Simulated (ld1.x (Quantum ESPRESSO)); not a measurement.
## O, PAW: configuration errors across variants

oxygen (O), PAW, made with ld1.x (Quantum ESPRESSO) 7.5 (PBE, scalar-relativistic). Core [He], reference 2s2 2p3.5 (charge +0.5). Waves: 2s (bound): rcut 0.55, rcutus 0.60 bohr; 2s channel at -1.75 Ry: rcut 0.55, rcutus 0.60 bohr; 2p (bound): rcut 1.70, rcutus 2.05 bohr; 2p channel at -0.5 Ry: rcut 1.70, rcutus 2.05 bohr; 3d channel at 0.45 Ry: rcut 2.00, rcutus 2.35 bohr; 3d channel at 1.8 Ry: rcut 2.00, rcutus 2.35 bohr. Local part: all-electron potential smoothed inside 1.05 bohr (lloc = -1). Core correction: a·sin(br)/r model core, default radius (core density twice the valence density). Augmentation charge: PSQ, inside the norm-conserving radii.

All-electron excitation energies from the reference (eV): (1) 2s2 2p4 -6.286; (2) 2s2 2p3 10.145; (3) 2s2 2p2 43.731; (4) 2s1 2p5 8.665; (5) 2s2 2p0 174.505; (6) 2s2 2p4.3 -8.408; (7) 2s1 2p4 25.374.

The overlap operator is not positive definite (basis up to 400 Ry) in “wave 2p channel at -0.5 Ry: rcut 1.70, rcutus 2.05 bohr becomes 2p channel at 0.21 Ry: rcut 1.70, rcutus 2.05 bohr”. Such files are unfit for use, however small their errors in these radial tests.

Tests that are not counted but printed errors over 1 eV. “wave 2p channel at -0.5 Ry: rcut 1.70, rcutus 2.05 bohr becomes 2p channel at -0.26 Ry: rcut 1.70, rcutus 2.05 bohr”: 2s2 2p4.3 (solver errors, printed error -383 eV); 2s1 2p5 (solver errors, printed error -349 eV); 1 more. “wave 2p channel at -0.5 Ry: rcut 1.70, rcutus 2.05 bohr becomes 2p channel at 0.21 Ry: rcut 1.70, rcutus 2.05 bohr”: 2s2 2p4 (solver errors, printed error -348 eV); 2s2 2p4.3 (solver errors, printed error -384 eV).

Errors AE − PS in meV (a dash: test not solved or not reliable):

| change | (1) | (2) | (3) | (4) | (5) | (6) | (7) | bound ghosts |
| --- | --- | --- | --- | --- | --- | --- | --- | --- |
| base | -2.7 | -6.8 | -79 | -3.8 | -22 | -4.9 | -6.3 | none |
| wave 2p channel at -0.5 Ry: rcut 1.70, rcutus 2.05 bohr becomes 2p channel at -1.05 Ry: rcut 1.70, rcutus 2.05 bohr | -0.9 | -3.3 | -41 | -1.3 | -22 | -1.7 | -3.2 | none |
| wave 2p channel at -0.5 Ry: rcut 1.70, rcutus 2.05 bohr becomes 2p channel at -0.97 Ry: rcut 1.70, rcutus 2.05 bohr | -1.2 | -3.8 | -46 | -1.9 | -22 | -2.3 | -3.5 | none |
| wave 2p channel at -0.5 Ry: rcut 1.70, rcutus 2.05 bohr becomes 2p channel at -0.64 Ry: rcut 1.70, rcutus 2.05 bohr | – | – | – | – | – | – | – | none |
| wave 2p channel at -0.5 Ry: rcut 1.70, rcutus 2.05 bohr becomes 2p channel at -0.26 Ry: rcut 1.70, rcutus 2.05 bohr | – | -5.3 | -62 | – | -22 | – | -5.9 | none |
| wave 2p channel at -0.5 Ry: rcut 1.70, rcutus 2.05 bohr becomes 2p channel at 0.21 Ry: rcut 1.70, rcutus 2.05 bohr | – | +2.7 | -39 | +13 | -22 | – | +3.5 | not determined (overlap not positive) |
| wave 2p channel at -0.5 Ry: rcut 1.70, rcutus 2.05 bohr becomes 2p channel at 1.43 Ry: rcut 1.70, rcutus 2.05 bohr | +0.4 | -1.3 | -18 | -0.1 | -22 | +1.1 | -0.9 | none |

(1) Give the same row for: wave 2p channel at -0.5 Ry: rcut 1.70, rcutus 2.05 bohr becomes 2p channel at 4.62 Ry: rcut 1.70, rcutus 2.05 bohr.

Results:

(1) +2.0, +1.7, +16, +1.0, -22, +4.1, +3.0; bound ghosts: none.
